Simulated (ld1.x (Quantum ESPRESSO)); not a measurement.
An all-electron radial function and its pseudo partner (hydrogen (H))

Columns: radius, all-electron u(r) and pseudo u(r) of the 1s shell (level -12.68 eV) of hydrogen in the configuration 1s0.5; PBE, scalar-relativistic, PAW scheme, ld1.x (Quantum ESPRESSO) 7.5.

| r (bohr) | all-electron | pseudo |
| --- | --- | --- |
| 0.072 | 0.1445 | 0.1045 |
| 0.145 | 0.2700 | 0.2080 |
| 0.217 | 0.3749 | 0.3051 |
| 0.290 | 0.4643 | 0.3964 |
| 0.362 | 0.5374 | 0.4777 |
| 0.435 | 0.5981 | 0.5499 |
| 0.507 | 0.6462 | 0.6102 |
| 0.580 | 0.6844 | 0.6599 |
| 0.652 | 0.7130 | 0.6979 |
| 0.725 | 0.7338 | 0.7260 |
| 0.798 | 0.7475 | 0.7445 |
| 0.870 | 0.7550 | 0.7545 |
| 0.942 | 0.7572 | 0.7578 |
| 1.015 | 0.7549 | 0.7556 |
| 1.088 | 0.7487 | 0.7491 |
| 1.160 | 0.7394 | 0.7395 |
| 1.232 | 0.7273 | 0.7273 |
| 1.305 | 0.7128 | 0.7128 |
| 1.378 | 0.6964 | 0.6964 |
| 1.450 | 0.6788 | 0.6788 |
| 1.522 | 0.6600 | 0.6600 |
| 1.595 | 0.6400 | 0.6400 |
| 1.668 | 0.6194 | 0.6194 |
| 1.740 | 0.5986 | 0.5986 |
| 1.812 | 0.5776 | 0.5776 |
| 1.885 | 0.5563 | 0.5563 |

How many radial nodes do the two functions have?

The all-electron 1s function has n − l − 1 = 0; the pseudo-wave has 0.

At about which radius was the pseudo-wave matched?

1.25 bohr. The columns agree to 0.0005 from 1.09 bohr on; several derivatives are matched, so the curves merge somewhat inside the radius.

Where does each function peak?

Outermost all-electron maximum near 0.94 bohr, pseudo maximum near 0.94 bohr (to the table’s step).

Is the pseudo-wave norm-conserving?

No, it belongs to a PAW set: the norm inside the radius is not constrained, and the difference is carried by the augmentation charge.
